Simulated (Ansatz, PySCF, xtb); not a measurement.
Dimer: C2H2 (SMILES C#C) (first 4 atoms) with HI (SMILES I); geometry from B3LYP-D3(BJ)/def2-TZVP, rigid monomers moved along the line of their centres of mass till C1···H6 is 2.92 Å.
(charge 0, multiplicity 1):
```xyz
6

C     -0.33174     0.14492     0.27935
C      0.86025     0.23622     0.34975
H     -1.38993     0.06400     0.21553
H      1.91860     0.31736     0.41061
I      0.01361    -0.10070     4.77744
H      0.10784     0.00274     3.16155
```

Monomers are frozen at their geometry in the pair; levels with a basis set take the counterpoise correction.

Correlated levels freeze the cores. Filled d and f shells under p-block atoms count as core.

Run with Ansatz (a first-principles code) with Gaussian orbitals; PySCF for the dispersion terms; xtb for the GFN methods. Each number belongs to the level named beside it. In def2 rows elements past Kr take small-core potentials, without spin–orbit coupling.

Task: One of these levels gives -9.0 kJ/mol for the interaction energy. Name it.
A. PBE-D3(BJ)/def2-TZVPPD
B. GFN1-xTB
C. SCS-MP2/def2-SVPD

Result: A, PBE-D3(BJ)/def2-TZVPPD. The others give -3.1 (GFN1-xTB), -5.4 (SCS-MP2/def2-SVPD)
